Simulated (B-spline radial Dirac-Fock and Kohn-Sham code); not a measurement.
# Binding energies of Sm³⁺ in different valence configurations

Method: ΔSCF Dirac-Fock with Breit, self-energy and vacuum polarisation, finite nucleus, configuration average. Computed with an atomic code on a B-spline grid. No correlation.

Reference: the tabulated ground configuration [Xe] 4f5, with 2s 7780.7 eV, 2p3/2 6755.1 eV, 3s 1768.6 eV, 3d3/2 1146.0 eV, 4d3/2 176.1 eV, 5p3/2 54.07 eV, Kα1 40115.6 eV, Kβ1 45408.9 eV, Lα1 5634.9 eV, Lβ2 6583.8 eV.

Shifts from the reference in eV.

```csv
configuration,average energy,2s,2p3/2,3s,3d3/2,4d3/2,5p3/2,Kα1,Kβ1,Lα1,Lβ2
[Xe] 4f3 5d2,+22.04,+19.99,+19.76,+22.95,+22.37,+17.51,+7.13,-1.81,-4.87,-2.65,+2.41
[Xe] 4f4 6p1,+16.95,+14.48,+14.37,+15.81,+15.52,+13.13,+7.09,-1.02,-2.41,-1.17,+1.31
[Xe] 4f4 5d1,+7.94,+9.63,+9.52,+11.04,+10.76,+8.55,+3.56,-0.85,-2.31,-1.26,+1.04
[Xe] 4f4 6s1,+11.84,+13.41,+13.28,+14.74,+14.43,+12.06,+6.10,-1.04,-2.42,-1.17,+1.30
[Xe] 4f3 6s2,+33.54,+28.11,+27.81,+30.90,+30.21,+24.90,+12.37,-2.16,-5.04,-2.44,+3.07
```
